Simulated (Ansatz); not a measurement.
`C=C[CH2][GaH2]` → `C=[CH][GaH2]` + `[CH2]` (triplet) at 500 K and 1 bar (formal loss of a carbene).

Isolated molecules relaxed with PBE0-D4/def2-TZVP in Ansatz; ΔE leaves out vibrations. CCSD(T)/CBS is the MP2 limit (def2-TZVPP, def2-QZVPP) plus CCSD(T) − MP2 in def2-TZVPP, frozen cores. This one scheme is used for every species. Triplets are unrestricted, without spin–orbit coupling. For Ga outer-core shells are correlated without core-valence functions, which leaves a few kJ/mol of doubt a bond. Scalar relativity is left out up to krypton. Each species was taken in one conformer, which may not be the lowest.

```csv
species,CCSD(T)/CBS energy (Eh),H − E (kJ/mol),S (J/(mol·K))
`C=C[CH2][GaH2]`,-2042.27122,261.6,379.3
`C=[CH][GaH2]`,-2003.00582,178.3,344.1
`[CH2]` (triplet),-39.09499,62.7,213.9
```

H − E and S are ideal-gas, rigid-rotor, harmonic terms from PBE0-D4/def2-TZVP, for one conformer and one mirror image of each species, with the whole ground term of open shells counted as degenerate. 1 Eh = 2625.50 kJ/mol, R = 8.31446 J/(mol·K).

By hand: ΔE, ΔH, ΔS and ΔG.

ΔE = (-2003.00582) + (-39.09499) − (-2042.27122) = 0.17041 Eh = 447.4 kJ/mol. Δ(H − E) = 178.3 + 62.7 − 261.6 = -20.6, so ΔH = 426.8 kJ/mol. ΔS = 344.1 + 213.9 − 379.3 = 178.7 J/(mol·K). ΔG = 426.8 − 500 × (178.7)/1000 = 337.5 kJ/mol.

By hand: the equilibrium constant, and the temperature at which ΔG would vanish if ΔH and ΔS stayed fixed.

log₁₀ K = −ΔG/(RT ln 10) = -35.3. ΔG = 0 at ΔH/ΔS = 2388 K.

The number of gas molecules changes by +1, which sets the sign of ΔS. A doubt of 5 kJ/mol in ΔE shifts log₁₀ K by 0.5 here. Other conformers and mirror images would add mixing entropy, several J/(mol·K) or more a flexible species. A triplet takes part, so the spin changes. These are equilibria of isolated gas molecules and say nothing of rates. Largest T1 diagnostic: 0.013 (customary marks: 0.02 for closed shells, 0.045 for open ones).
